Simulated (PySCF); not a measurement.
**Computed structure and properties of [Eu(CH3)2]+**

System: [Eu(CH3)2]+ (singlet in the valence; each metal's 4f electrons, 6 of them, lie in its core potential, out of spins and levels); start: displaced along the imaginary mode (C2). Method: PySCF 2.14.0, RKS PBE0, Eu lcecp-1-SVP with ECP52, C def2-SVP, H def2-SVP; non-relativistic Hamiltonian with scalar-relativistic core potentials where named; density fitting; no spin-orbit coupling.

Input of the relaxation:

```python
mol = gto.M(atom='''
Eu    -0.00000     0.00000    -0.25440
C      1.73893     0.01741     1.23697
H      2.74164    -0.21512     0.76962
H      1.81948     1.02580     1.74888
H      1.54158    -0.74308     2.05358
C     -1.73893    -0.01741     1.23697
H     -2.74164     0.21512     0.76962
H     -1.81948    -1.02580     1.74888
H     -1.54158     0.74308     2.05358''',
    basis={'Eu': 'lcecp-1-SVP', 'C': 'def2-SVP', 'H': 'def2-SVP'},
    ecp={'Eu': 'lcecp-1-SVP'},
    charge=1, spin=0)
mf = dft.RKS(mol, xc='PBE0')
mf.grids.atom_grid = (50, 194)  # f atoms: unpruned, at least (60, 302)
mf = mf.density_fit()  # fitting sets: Eu AutoAux, C def2-universal-JKFIT, H def2-universal-JKFIT
mf.conv_tol = 1e-08; mf.max_cycle = 55
mf.kernel(dm0)  # dm0: converged density of the start geometry
# quasi-Newton relaxation in Cartesian coordinates to a largest gradient under 0.00045 Eh/bohr, steps kept in the point group
```

Run from Python with OMP_NUM_THREADS=2; the lines above give its settings. Where DIIS fails, smearing, a level shift and second-order steps follow.
It took 13 s on 2 threads of Intel(R) Xeon(R) 6975P-C (Granite Rapids) (shared host), from the converged density of the start.

Course of the relaxation:

| step | energy above end (eV) | largest force component within the symmetry (eV/Å) |
| --- | --- | --- |
| 0 | 0.0621 | 0.722 |
| 1 | 0.0004 | 0.068 |
| 2 | 0.0002 | 0.051 |
| 3 | 0.0001 | 0.027 |
| 4 | 0.0000 | 0.004 |

Relaxed geometry (C2):

```xyz
9

Eu    0.0000    0.0000   -0.2495
C     1.7410    0.0193    1.2380
H     2.7244   -0.2168    0.7892
H     1.8326    1.0061    1.7332
H     1.5542   -0.7142    2.0462
C    -1.7410   -0.0193    1.2380
H    -2.7244    0.2168    0.7892
H    -1.8326   -1.0061    1.7332
H    -1.5542    0.7142    2.0462
```

```tsv
contact	Å
Eu1–C2 (CH3)	2.290
Eu1–C6 (CH3)	2.290
```

On the finer grid (75, 302):

| Quantity | Value |
| --- | --- |
| HOMO | -11.58 eV |
| LUMO | -6.95 eV |
| Dipole about the centre of mass | 3.68 D |
| Set of Mulliken populations of Eu1 outside the core potential | s 2.37, p 6.10, d 1.23, f 0.03 |
| D3(BJ) dispersion energy (not in the energies) | -0.128 eV |

```tsv
atom	Mulliken (e)	Löwdin (e)	spin (e)
Eu1	1.27	1.15	0.00
C2	-0.53	-0.32	0.00
H3	0.13	0.08	0.00
H4	0.13	0.08	0.00
H5	0.14	0.09	0.00
C6	-0.53	-0.32	0.00
H7	0.13	0.08	0.00
H8	0.13	0.08	0.00
H9	0.14	0.09	0.00
```

The 4f levels lie in the core potential and are missing. Their spin isn't counted.

On the grid (50, 194), as all that follows. Harmonic modes: a minimum within the noise of the softest modes; lowest 30 cm⁻¹ (negative: unstable), highest 3117 cm⁻¹, zero-point energy 1.792 eV.

Taking off one CH3 (charge -1, singlet; the rest: singlet) in vacuum, both parts rigid, costs 15.49 eV; the small basis without counterpoise inflates it. Most of it is the attraction of opposite charges; other ways to part are cheaper, and one spin state was tried for the rest.

Rigid scan of CH3 along the line from its metal:

| distance to C2 (Å) | energy (eV) |
| --- | --- |
| 1.99 | 0.762 |
| 2.09 | 0.297 |
| 2.19 | 0.065 |
| 2.29 | 0.000 |
| 2.39 | 0.050 |
| 2.49 | 0.179 |
| 2.69 | 0.574 |
| 2.99 | 1.293 |
| 3.39 | 2.214 |
| 3.89 | 3.132 |

One start shape was tried, so this needn't be the lowest isomer.

An lcecp potential fixes the number of 4f electrons, so in runs with it no electron can move into or out of that shell.
